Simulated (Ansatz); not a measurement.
Cartesian coordinates in Å:
```
N -1.286 -1.445 0.482
Sc 0.003 -0.001 0.004
N -0.193 1.816 0.804
N 1.482 -0.371 -1.282
H -2.072 -1.368 1.116
H -1.283 -2.396 0.134
H 0.398 2.620 0.629
H -0.905 2.112 1.459
H 1.670 -1.250 -1.748
H 2.186 0.284 -1.597
```

Total charge 0; spin multiplicity 1.

Problem. List the ωB97M-V/def2-TZVPP orbital energies in eV (the Gaussian-basis code of Ansatz). (Best estimate.)

Solution. Ansatz gave: Occupied: -4410.84, -484.72, -399.06, -399.04, -399.04, -393.09, -393.09, -393.09, -60.18, -37.83, -37.79, -37.79, -24.91, -24.69, -24.69, -14.99, -14.99, -14.72, -12.48, -11.76, -11.75, -9.26, -9.26, -9.05. Lowest empty: 0.35, 1.79, 2.27, 2.28, 2.49, 2.87, 2.87, 3.03.
